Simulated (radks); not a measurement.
The numbers below are computed, except where a source is named.
Effect of the nuclear size on the molybdenum ion Mo8+, [Ar] 3d10 4s2 4p4. Level of theory: Dirac Kohn-Sham, exchange-only LDA, spin-unpolarised, spherical densities, finite nucleus; open shells are shared between the two j in proportion to 2j + 1; Fermi nuclear charge, rms radius 4.4091 fm (a radial shooting solver on a logarithmic mesh with Libxc functionals). The rms radius is varied about that value; shifts are against it.

rms radius (fm)  total energy shift (eV)  density at nucleus (e/bohr^3)  1s1/2 shift (meV)  2s1/2 shift (meV)  3p1/2 shift (meV)  4s1/2 shift (meV)  4p1/2 shift (meV)  4p3/2 shift (meV)  5s1/2 (empty) shift (meV)
3.8536                            -0.350                      9.183e+04               -148              -15.8              0.241             -0.527              0.062              0.069                     -0.166
4.1622                            -0.161                      9.107e+04              -67.9              -7.25              0.111             -0.242              0.029              0.031                     -0.076
4.4091                                 0                      9.051e+04              0.000              0.000              0.000              0.000              0.000              0.000                      0.000
4.7045                             0.203                      8.987e+04               85.8               9.17             -0.140              0.306             -0.036             -0.040                      0.096
5.3703                             0.704                       8.86e+04                297               31.8             -0.484               1.06             -0.125             -0.138                      0.334

Slopes of the eigenvalues against <r^2> in GHz/fm^2, as finite differences over the two radii next to the reference (eigenvalue slopes, not the field-shift constants of lines): 1s1/2 7730, 2s1/2 826, 3p1/2 -12.6, 4s1/2 27.6, 4p1/2 -3.25, 4p3/2 -3.59, 5s1/2 (empty) 8.68.
